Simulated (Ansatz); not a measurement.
```yaml
crystal:
  periodic: [false, false, false]
  atoms:
    - {symbol: C, position_ang: [1.916900, -0.795632, -0.209954]}
    - {symbol: C, position_ang: [1.006979, 0.083660, 0.633248]}
    - {symbol: N, position_ang: [-0.365729, 0.139759, 0.165868]}
    - {symbol: C, position_ang: [-1.107743, -1.095937, 0.308612]}
    - {symbol: Hf, position_ang: [-1.350780, 1.718160, -0.584613]}
    - {symbol: F, position_ang: [-2.857253, 2.057576, 0.549565]}
    - {symbol: F, position_ang: [-0.133777, 3.189267, -0.656826]}
    - {symbol: F, position_ang: [-2.027017, 1.225169, -2.307968]}
    - {symbol: H, position_ang: [1.938324, -0.449975, -1.246128]}
    - {symbol: H, position_ang: [2.936663, -0.768320, 0.181007]}
    - {symbol: H, position_ang: [1.591379, -1.837766, -0.206221]}
    - {symbol: H, position_ang: [1.019959, -0.268313, 1.675574]}
    - {symbol: H, position_ang: [1.410190, 1.101929, 0.648834]}
    - {symbol: H, position_ang: [-0.714429, -1.900317, -0.323126]}
    - {symbol: H, position_ang: [-1.106109, -1.442744, 1.350455]}
    - {symbol: H, position_ang: [-2.157536, -0.956507, 0.021684]}
basis:
  gaussian: {orbitals: x2c-TZVPPall, final_grid: {core_spheres: 8, valence_spheres: 7, degree: 23}}
magnetization: {spin_polarized: true, initial_magnetization: 2}
hamiltonian: {xc: {name: PBE1PBE}, dispersion: d4}
scf: {lower_state_search: full}
```

```sh
$ ansatz run in.yaml --threads 2 --pin off --events-out ev --progress --plain --max-ram 22528MiB --backend cuda --devices 0, --max-vram 18GiB
```

It prints (some lines left out):

```
Error: YAML parse error: error: line 23 column 19: hamiltonian.xc: no functional is named "PBE1PBE"; the names, which are not case-sensitive, are SVWN5, SPW92, PBE, PBE0, PBEsol, revPBE, revPBE0, RPBE, rPW86-PBE, HSE06, wPBEh, LC-wPBE, HISS, HF, BLYP, B3LYP, B3LYP5, BHLYP, CAM-B3LYP, r2SCAN, r2SCANh, r2SCAN0, r2SCAN50, m-r2SCAN, B97, wB97, wB97X, wB97X-V, B97M-V, wB97M-V, B2PLYP, B2GP-PLYP, PBE0-DH, PBE-QIDH
21 |   gaussian: {orbitals: x2c-TZVPPall, final_grid: {core_spheres: 8, valence_spheres:…
22 | magnetization: {spin_polarized: true, initial_magnetization: 2}
23 | hamiltonian: {xc: {name: PBE1PBE}, dispersion: d4}
24 | scf: {lower_state_search: full}
```

In this input the method's name isn't one that the program takes here. The input was rejected before any iteration.
